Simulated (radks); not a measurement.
Cs III, 53 electrons, occupied as [Kr] 4d10 5s2 5p5 (the NIST ground configuration). Calculated with a radial shooting solver on a logarithmic mesh with Libxc functionals: Dirac Kohn-Sham, LDA (Slater exchange, Perdew-Wang correlation), spin-unpolarised, spherical densities, point nucleus; open shells fill j = l - 1/2 first.

Normalised radial functions P(r) = r R(r) (large component), r in bohr:

```
   r/bohr * 4p1/2 (the largest magnitude, 1.32, reaches the edge; | marks zero)
 0.001598                             *
 0.002443                             *
 0.003732                             *
 0.005703                             |*
 0.008645                             | *
  0.01321                             |  *
  0.02019                             |    *
  0.03085                             |       *
  0.04676                             |         *
  0.07145                             |        *
   0.1092                             *
   0.1668                *            |
   0.2529               *             |
   0.3865                             |      *
   0.5905                             |                          *
   0.9024                             |                    *
    1.379                             |     *
     2.09                             |*
    3.194                             *
    4.881                             *
```

4p1/2: eigenvalue -186.92 eV, 2 radial nodes at r = 0.111, 0.346 bohr, <r> = 0.721 bohr, 90 % of the charge inside 1.05 bohr.
